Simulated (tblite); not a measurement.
Compound: C7H7O2 (doublet state).
Structure used (GFN2-xTB), in Å, numbered top down from 1:
```
atom  x, y, z in Å
C1     2.6442    0.4476    0.6015
O2     1.7456   -0.6294    0.4610
C3     0.4286   -0.3526    0.2965
C4    -0.4009   -1.4877    0.1616
C5    -1.7744   -1.3471   -0.0128
C6    -2.3503   -0.1075   -0.0586
C7    -1.5446    1.0950    0.0747
O8    -2.0484    2.2243    0.0367
C9    -0.1217    0.9030    0.2546
H10    2.6384    1.0896   -0.2845
H11    2.4115    1.0477    1.4864
H12    3.6288   -0.0023    0.7170
H13    0.0619   -2.4611    0.1962
H14   -2.3834   -2.2337   -0.1134
H15   -3.4123    0.0235   -0.1952
H16    0.4695    1.7996    0.3508
```

Computed with GFN2-xTB (tblite): harmonic, unscaled wavenumbers at the GFN2-xTB geometry, gas phase. Against measured fundamentals such values can be off by several per cent, at times by over 20. One conformer, not necessarily the lowest. Open shells enter through the occupations alone, without spin polarisation, and single modes of such species can be off by tens of per cent.

Harmonic wavenumbers (cm⁻¹): 102.9, 153.9, 196.3, 212.7, 251.7, 380.2, 396.6, 475.6, 497.1, 525.4, 548.3, 630.4, 727.6, 746.4, 772.7, 863.3, 917.0, 937.0, 966.7, 1055.1, 1098.0, 1119.8, 1146.6, 1156.4, 1204.1, 1230.7, 1275.3, 1350.7, 1398.6, 1406.1, 1465.9, 1477.7, 1499.6, 1538.3, 1571.5, 2942.3, 2954.4, 3031.1, 3079.1, 3106.8, 3112.7, 3114.2.

A = 2989, B = 1311, C = 916.7 MHz; mass 123.045 u (most abundant isotopes); point group Cs, symmetry number 1; spin multiplicity 2.

Question: What is the zero-point energy?

Answer: Half the sum of the wavenumbers: 26318 cm⁻¹ = 314.84 kJ/mol.

Question: What is S at 500 K and 1 bar for an ideal gas of classical rigid rotors and harmonic oscillators?

Answer: Translation 179.62, rotation 127.29, vibration 149.18, spin (R ln 2) 5.76: S = 461.9 J/(mol K).

Question: And Cp and H(500 K) − H(0)?

Answer: Cp = 206.43 J/(mol K), of which vibrations give 173.17 (their classical limit is 42 R = 349.2); H(500 K) − H(0) = 58.90 kJ/mol without the zero-point energy, 42.27 from vibrations.

Question: Which modes carry the vibrational entropy at 500 K?

Answer: 102.9 cm⁻¹: 18.46; 153.9 cm⁻¹: 15.15; 196.3 cm⁻¹: 13.17; 212.7 cm⁻¹: 12.52; 251.7 cm⁻¹: 11.18; 380.2 cm⁻¹: 7.97 J/(mol K); the other 36 give 70.72 together.

Question: What must be added to the electronic energy to get the Gibbs energy at 500 K and 1 bar?

Answer: ZPE + [H(500 K) − H(0)] − T·S = 314.84 + 58.90 − 230.93 = 142.81 kJ/mol.

Question: Blend soft modes into free rotors: weight 1/[1 + (100 cm⁻¹/ν̃)⁴] for the oscillator and the rest for a rotor with moment μB/(μ + B), μ = h/(8π²ν), B = 10⁻⁴⁴ kg m². What vibrational entropy results?

Answer: 146.44 J/(mol K) in place of 149.18, which changes −T·S at 500 K by +1.37 kJ/mol.

Hindered rotation and anharmonicity are outside this model. Other conformers, if any are populated, would add a mixing term that is left out.

The run took 0.53 s of wall time on one thread of an Arm Neoverse V1, shared host with 32 logical CPUs at a one-minute load of 25. The figure is for the frequency step alone.
